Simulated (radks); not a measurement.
Values are calculated unless marked as measured or tabulated.
Q: Er, configuration [Xe] 4f(up 6.75, down 5.25) 6s2 (fractional occupations, a model configuration). Code: a radial shooting solver on a logarithmic mesh with Libxc functionals. Model: scalar-relativistic Kohn-Sham, LDA (Slater exchange, Perdew-Wang correlation), spin-polarised, spherical densities, point nucleus. Some entries of the table are withheld. Estimate them.

orbital  occ.  eigenvalue (eV)  <r> (bohr)  r(max) (bohr)
1s up       1        -57325.43     0.02038        0.01287
1s down     1        -57325.43     0.02038        0.01287
2s up       1        -9631.536     0.08651        0.07329
2s down     1        -9631.506     0.08651        0.07329
2p up       3        -8521.957     0.07674        0.05957
2p down     3        -8521.935     0.07674        0.05957
3s up       1        -2157.796      0.2256         0.2074
3s down     1        -2157.139      0.2255         0.2074
3p up       3        -1820.316      0.2247         0.2040
3p down     3        -1819.663      0.2247         0.2040
3d up       5        -1397.075      0.2039         0.1663
3d down     5        -1396.565      0.2038         0.1663
4s up       1        -425.6060      0.5084         0.4739
4s down     1        -424.2822      0.5084         0.4739
4p up       3        -314.5502      0.5393         0.4954
4p down     3        -313.2497      0.5394         0.4954
4d up       5        -165.8050      0.5839         0.5117
4d down     5        -164.5383      0.5842         0.5117
5s up       1              (1)         (2)          1.110
5s down     1              (3)         (4)          1.112
5p up       3         -26.7448       1.495          1.274
5p down     3         -26.3081       1.502          1.278
6s up       1          -4.0061       3.952          3.301
6s down     1          -3.9677       3.972          3.319
4f up    6.75          -3.8799      0.8248            (5)
4f down  5.25          -2.7933      0.8420            (6)

A: 
(1) 5s up eigenvalue (eV): -52.3213
(2) 5s up <r> (bohr): 1.251
(3) 5s down eigenvalue (eV): -51.7139
(4) 5s down <r> (bohr): 1.254
(5) 4f up r(max) (bohr): 0.5080
(6) 4f down r(max) (bohr): 0.5088
